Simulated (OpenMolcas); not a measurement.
Mn4+: effect of the basis set

| Property | Result |
| --- | --- |
| Program | OpenMolcas |
| Method | RASSCF |
| Active space | 9 electrons in 8 orbitals (RAS1 3p, at most 2 holes; RAS2 3d) |
| State averaging | 2S+1 = 4 even, 10 roots; 2S+1 = 2 even, 40 roots |
| Spin-orbit coupling | state interaction with AMFI integrals over the reference wave functions, term energies averaged over their components |

A. ANO-RCC-VTZP [6s5p3d2f1g], DKH2, point nucleus; cost roughly 28 core-seconds
B. ANO-R2 [7s4p4d2f1g], X2C, finite nucleus; cost about 18 core-seconds
C. ANO-RCC-VQZP [7s6p4d3f2g1h], DKH2, point nucleus; cost about 40 core-seconds

Energies in cm-1 above 3d3 4F 3/2, the measured ground level; measured values from Corliss and Sugar, J. Phys. Chem. Ref. Data 6, 1253 (1977).

```csv
Level,A,B,C,Measured
3d3 4F 3/2,0.0,0.0,0.0,0.0
3d3 4F 5/2,386,378,373,359
3d3 4F 7/2,909,891,880,835
3d3 4F 9/2,1557,1526,1507,1412
3d3 4P 1/2,19194,19240,19304,16434
3d3 4P 3/2,19334,19380,19443,16595
3d3 4P 5/2,19821,19854,19910,17049
3d3 2G 7/2,20962,21045,21139,17892
3d3 2G 9/2,21509,21584,21673,18399
3d3 2P 1/2,24907,24993,25086,23082
3d3 2P 3/2,24997,25089,25186,22919
3d3 2D 3/2(1),27212,27302,27398,24670
3d3 2D 5/2(1),27516,27610,27709,24630
3d3 2H 9/2,29210,29326,29447,24975
3d3 2H 11/2,29623,29733,29851,25334
3d3 2F 7/2,46526,46702,46865,40423
3d3 2F 5/2,46758,46931,47091,40707
3d3 2D 5/2(2),68999,69280,69508,62608
3d3 2D 3/2(2),69323,69598,69823,62854
```

Deviations, from unrounded energies. A percentage is the sum of absolute deviations over the sum of measured energies, with the sign that they share, or ± where signs differ.

```json
{"Against measurement": "mean absolute deviation (cm-1)", "Levels": "18", "A": "3200", "B": "3300", "C": "3400"}
{"Against measurement": "fine structure of the ground term (%)", "Levels": "3", "A": "+9.4", "B": "+7.2", "C": "+5.9"}
{"Against measurement": "other terms of the ground configuration (%)", "Levels": "15", "A": "+13.1", "B": "+13.5", "C": "+13.9"}
```

A, B lie about equally close to measurement and C furthest from it. The largest miss of A in the table is 3d3 2D 3/2(2), by +6500 cm-1. The ranking rests on the paired levels alone, and a cruder setting can come out closer through cancelling errors.

Among A to C the level of the table that moves most is 3d3 2D 5/2(2), by 510 cm-1 (lowest in A, highest in C).

Without dynamic correlation excited terms often stand tens of per cent too high (terms of higher spin than the ground term too low), and those without a measured partner can miss by more than the paired ones. Active for correlation alone: 3p; no level in the range computed is led by a configuration that opens it, so any true level of that kind is missing. Computed and measured levels are paired by configuration, term and J; levels that our copy of the source lacks, or whose pairing is in doubt (as where it misses far off the trend of its configuration), stay unpaired and out of the deviations. Only configurations of the active space appear.

A number in round brackets counts repeated terms of one configuration in the order of the reference energies.
